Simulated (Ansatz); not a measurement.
Ansatz results at the PBE0-D4/def2-TZVP geometry: HOMO energy (PBE/def2-TZVPP) -7.12 eV; HOMO–LUMO gap (PBE/def2-TZVPP) 5.30 eV; size of the dipole moment (PBE/def2-TZVPP) 5.88 D.

Each molecule was computed in one conformer, which needn't be the lowest.

(1) Which molecule gave them?
A. `CC#[N+][InH3-]`
B. `[SiH3][NH2+][Al-]([Cl])([Cl])[Cl]`
C. `[F][Ga-]([F])([F])[SeH2+]`
D. `CC#[N+][Al-]([F])([F])[F]`

Answers

(1) B. The others give `[F][Ga-]([F])([F])[SeH2+]`: -8.07, 5.70, 5.24; `CC#[N+][Al-]([F])([F])[F]`: -7.93, 5.55, 9.63; `CC#[N+][InH3-]`: -5.96, 4.57, 7.17.
